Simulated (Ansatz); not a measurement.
Cost and result for the atomization energy of C₂H₇SSi, SMILES `C[Si](C)S` radical (11 atoms, 10 bonds).

```xyz
11

C    -1.538    0.026    0.771
Si   -0.291   -0.054   -0.627
C     1.291    0.859   -0.192
S     0.074   -2.148   -0.940
H    -2.446   -0.524    0.520
H    -1.117   -0.399    1.687
H    -1.812    1.065    0.971
H     2.031    0.777   -0.991
H     1.082    1.919   -0.029
H     1.725    0.443    0.723
H     1.001   -1.963   -1.894
```

The species carries charge 0 and has multiplicity 2. Geometry: relaxed with PBE0-D4/def2-TZVP. It is one conformer, not always the lowest. Program: Ansatz. All runs use 4 threads of an Intel Xeon 6975P-C on a shared host. Times are those of one run each, without the atoms' runs, and a repeat can differ threefold. Electronic energies, without spin–orbit coupling; frozen cores. CCSD(T)/CBS adds CCSD(T) − MP2 in def2-TZVPP to the MP2 limit, and its time is that of the two runs behind it. T1 = 0.013; ⟨S²⟩ of the reference is 0.76. HSE06 is the plane-wave form, built on full-range PBE exchange.

CCSD(T)/CBS is a level of theory with its own doubt, some kJ/mol a heavy atom from the limit and from the frozen cores, so smaller differences don't rank the functionals.

| level | functions | wall time |
| --- | --- | --- |
| revPBE-D4/def2-TZVPP | 244 | 1.6 s |
| BHLYP-D4/def2-TZVPP | 244 | 3 s |
| r2SCAN-D4/def2-TZVPP (with forces) | 244 | 3 s |
| PBE0-D4/def2-TZVPP | 244 | 3 s |
| HSE06-D4/def2-TZVPP | 244 | 3.2 s |
| CAM-B3LYP-D4/def2-TZVPP | 244 | 3.5 s |
| r2SCANh-D4/def2-TZVPP | 244 | 4.1 s |
| CCSD(T)/def2-SVP | 99 | 4.4 s |
| ωB97X-V/def2-TZVPP | 244 | 6.5 s |
| ωB97M-V/def2-TZVPP (with forces) | 244 | 7.5 s |
| MP2/def2-QZVPP | 464 | 15 s |
| CCSD(T)/def2-TZVPP | 244 | 3.6 min |
| CCSD(T)/CBS(def2) | – | 3.8 min |

Problem. What atomization energy does each give, and how far from CCSD(T)/CBS? (Estimate.)

Solution. Computed: 
```
                             level  atomization (kJ/mol)  difference from CCSD(T)/CBS  per bond
              revPBE-D4/def2-TZVPP                3842.6                        -13.2      -1.3
               BHLYP-D4/def2-TZVPP                3786.8                        -69.0      -6.9
r2SCAN-D4/def2-TZVPP (with forces)                3887.6                         31.8       3.2
                PBE0-D4/def2-TZVPP                3877.1                         21.3       2.1
               HSE06-D4/def2-TZVPP                3879.3                         23.5       2.4
           CAM-B3LYP-D4/def2-TZVPP                3866.4                         10.6       1.1
             r2SCANh-D4/def2-TZVPP                3873.2                         17.4       1.7
                  CCSD(T)/def2-SVP                3631.0                       -224.8     -22.5
                ωB97X-V/def2-TZVPP                3872.4                         16.6       1.7
  ωB97M-V/def2-TZVPP (with forces)                3869.8                         14.0       1.4
                    MP2/def2-QZVPP                3841.6                        -14.2      -1.4
                CCSD(T)/def2-TZVPP                3761.5                        -94.3      -9.4
                 CCSD(T)/CBS(def2)                3855.8                          0.0       0.0
```

From r2SCAN to r2SCAN0 (25 % exact exchange), in def2-TZVPP and without D4, the atomization energy moves by −35.6 kJ/mol: exact exchange takes away binding that semilocal exchange gives to molecules. In def2-TZVPP, CCSD(T) changes the Hartree–Fock value by +851.8 kJ/mol (the triples alone add +46.5 kJ/mol) and MP2 by +876.2 kJ/mol; breaking electron pairs costs correlation energy, which Hartree–Fock lacks. The D4 term adds +39.6 kJ/mol with B3LYP and +20.8 kJ/mol with PBE0; it sums over pairs of atoms, weighted by their polarisabilities, and B3LYP, whose exchange is more repulsive, gets the larger term.

B3LYP here is the variant with VWN-RPA as its local correlation; programs differ in this.
